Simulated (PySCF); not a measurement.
**C₆ coefficients of unlike pairs at UHF**

Calculated with PySCF 2.14 from the dipole response of each species, C₆(A,B) = (3/π) ∫ α_A(iu) α_B(iu) du, in atomic units, from isotropic polarisabilities. For ions this is the dispersion term alone; charge-induced terms of lower order in 1/R come first.

| species | configuration | basis | relativity | α (bohr³) | C₆ (like pair) |
| --- | --- | --- | --- | --- | --- |
| O²⁺ | [He] 2s2 2p2 (3P) | aug-cc-pVQZ-DK (6s5p4d3f2g) | spin-free X2C | 1.797 | 2.350 |
| F | [He] 2s2 2p5 (2P) | dyall-av2z (11s7p2d) | none | 2.696 | 6.813 |
| Cu | [Ar] 3d10 4s1 (2S) | aug-cc-pVDZ-PP with ECP10MDF (5s5p4d2f) | core potential | 70.65 | 479.1 |
| Cl | [Ne] 3s2 3p5 (2P) | aug-cc-pV(5+d)Z (8s7p6d4f3g2h) | none | 14.23 | 89.03 |

(1) Estimate C₆ for Cu with O²⁺.

No spin-orbit coupling is included.

The other pairs:

| pair | C₆ |
| --- | --- |
| Cl, Cu | 166.9 |
| Cl, O²⁺ | 13.88 |
| F, O²⁺ | 3.985 |
| Cl, F | 22.96 |
| Cu, F | 36.89 |

Results:

(1) The integral gives 23.37. The combination rule 2 C_A C_B / (C_A α_B/α_A + C_B α_A/α_B) gives 21.53 and the geometric mean 33.55.
